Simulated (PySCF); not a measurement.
Sm(SH)3 at several levels of theory

Computed with PySCF 2.14.0 (density fitting, no spin-orbit coupling) at the geometry relaxed with PBE0:

```xyz
7
Sm(SH)3 (singlet in the valence; each metal's 4f electrons, 5 of them, lie in its core potential, out of spins and levels)
Sm    0.0000    0.0000    0.9086
S     2.5941    0.4036    0.9798
H     2.9193   -0.9113    0.9789
S    -1.6466    2.0448    0.9798
H    -0.6704    2.9838    0.9789
S    -0.9475   -2.4484    0.9798
H    -2.2489   -2.0725    0.9789
```

| level | basis | state | HOMO (eV) | gap (eV) | charge on Sm1 (e) | population of f-type functions on Sm1 (polarisation alone where 4f lies in the core) | dipole about the centre of mass (D) | largest force component (eV/Å) |
| --- | --- | --- | --- | --- | --- | --- | --- | --- |
| PBE0 | Sm lcecp-1-SVP with ECP51, S def2-SVP, H def2-SVP | singlet | -7.35 | 4.90 | 0.86 | 0.04 | 0.44 | 0.01 |
| BP86 | the same | singlet | -6.25 | 3.14 | 0.70 | 0.04 | 0.42 | 0.33 |
| PBE0 | Sm lcecp-1-TZVP with ECP51, S def2-TZVP, H def2-TZVP | singlet | -7.42 | 4.97 | 1.27 | 0.05 | 0.45 | 0.21 |

In the lcecp rows the 4f levels are missing from HOMO and gap, and the state counts the valence alone.

Charges are Mulliken's, which hang on the basis. The relaxation used the grid (50, 194), these runs (75, 302) or, all-electron (x2c bases, spin-free X2C Hamiltonian), (99, 590).

Question: What does HF with Sm lcecp-1-SVP with ECP51, S def2-SVP, H def2-SVP give here?

Answer: state singlet, HOMO (eV) -10.02, gap (eV) 9.89, charge on Sm1 (e) 1.21, population of f-type functions on Sm1 (polarisation alone where 4f lies in the core) 0.05, dipole about the centre of mass (D) 0.51, largest force component (eV/Å) 0.69. Time: 2.9 s on 2 threads of Arm Neoverse V2, with other jobs on the host, from an already converged density.

In the first row's basis the gap widens with exact exchange: 3.1 eV for BP86 (none); 4.9 eV for PBE0 (a fixed share); 9.9 eV for Hartree–Fock (rising or full at long range).

An lcecp potential fixes the number of 4f electrons, so in runs with it no electron can move into or out of that shell.
